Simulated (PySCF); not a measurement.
Geometry:
```json
{"atom": "C1", "x (Å)": "3.175", "y (Å)": "0.951", "z (Å)": "1.596"}
{"atom": "C2", "x (Å)": "1.968", "y (Å)": "0.607", "z (Å)": "1.177"}
{"atom": "Si3", "x (Å)": "1.618", "y (Å)": "-0.683", "z (Å)": "-0.146"}
{"atom": "C4", "x (Å)": "0.137", "y (Å)": "-0.077", "z (Å)": "-1.212"}
{"atom": "C5", "x (Å)": "-0.245", "y (Å)": "-1.131", "z (Å)": "-2.250"}
{"atom": "C6", "x (Å)": "-0.993", "y (Å)": "0.266", "z (Å)": "-0.319"}
{"atom": "C7", "x (Å)": "-1.395", "y (Å)": "1.462", "z (Å)": "0.148"}
{"atom": "Si8", "x (Å)": "-2.750", "y (Å)": "0.757", "z (Å)": "1.238"}
{"atom": "C9", "x (Å)": "-1.917", "y (Å)": "-0.730", "z (Å)": "0.341"}
{"atom": "H10", "x (Å)": "4.065", "y (Å)": "0.498", "z (Å)": "1.188"}
{"atom": "H11", "x (Å)": "3.337", "y (Å)": "1.696", "z (Å)": "2.360"}
{"atom": "H12", "x (Å)": "1.109", "y (Å)": "1.097", "z (Å)": "1.623"}
{"atom": "H13", "x (Å)": "1.276", "y (Å)": "-1.968", "z (Å)": "0.481"}
{"atom": "H14", "x (Å)": "2.780", "y (Å)": "-0.872", "z (Å)": "-1.024"}
{"atom": "H15", "x (Å)": "0.448", "y (Å)": "0.835", "z (Å)": "-1.735"}
{"atom": "H16", "x (Å)": "-1.069", "y (Å)": "-0.779", "z (Å)": "-2.871"}
{"atom": "H17", "x (Å)": "-0.552", "y (Å)": "-2.055", "z (Å)": "-1.765"}
{"atom": "H18", "x (Å)": "0.600", "y (Å)": "-1.352", "z (Å)": "-2.898"}
{"atom": "H19", "x (Å)": "-0.975", "y (Å)": "2.425", "z (Å)": "-0.098"}
{"atom": "H20", "x (Å)": "-4.149", "y (Å)": "1.024", "z (Å)": "0.900"}
{"atom": "H21", "x (Å)": "-2.554", "y (Å)": "0.798", "z (Å)": "2.689"}
{"atom": "H22", "x (Å)": "-1.388", "y (Å)": "-1.459", "z (Å)": "0.955"}
{"atom": "H23", "x (Å)": "-2.531", "y (Å)": "-1.282", "z (Å)": "-0.369"}
```

- shieldings: GIAO PBE0/pcSseg-1
- structure optimised with GFN2-xTB
- program: PySCF 2.14
- one conformer, one averaged value for each set of equivalent atoms, no solvent model, no relativistic terms

References, each an isolated molecule treated in the same way: 13C and 1H and 29Si against TMS.

```tsv
atoms	nucleus	count	δ (ppm)
C4	13C	1	34.1
H16/H17/H18	1H	3	1.36
H20	1H	1	?
H15	1H	1	?
C6	13C	1	179.3
Si8	29Si	1	-54.6
H11	1H	1	?
H22	1H	1	1.75
C5	13C	1	16.2
H19	1H	1	?
C2	13C	1	140.2
C9	13C	1	?
H14	1H	1	4.17
H21	1H	1	4.88
C7	13C	1	130.1
C1	13C	1	143.0
H12	1H	1	?
H13	1H	1	?
H10	1H	1	6.23
H23	1H	1	1.92
Si3	29Si	1	-43.5
```

Problem. Estimate the values marked ?.

Solution. 
- C9: 16.9 ppm, allylic sp3 CH2 bonded to Si
- H12: 6.58 ppm, hydrogen on an alkene CH; olefinic region
- H11: 6.44 ppm, hydrogen on a terminal =CH2 carbon; olefinic region
- H19: 5.69 ppm, hydrogen on an alkene CH; attached to an sp2 carbon and in the plane of the double bond
- H20: 4.86 ppm, hydrogen on a silicon bonded to 2 C, in a 4-membered ring
- H13: 4.39 ppm, hydrogen on a silicon bonded to 2 C
- H15: 2.44 ppm, hydrogen on an allylic sp3 CH bonded to Si; allylic position

Shifts are as computed. Against solution values, carbons near 30 ppm lie about +3 ppm off and those near 130 ppm about +5 ppm. Of 1211 compounds with measured shifts, 218 miss one by over three times the rms of a fit or turn the order of signals round; such compounds aren't used in these exercises.
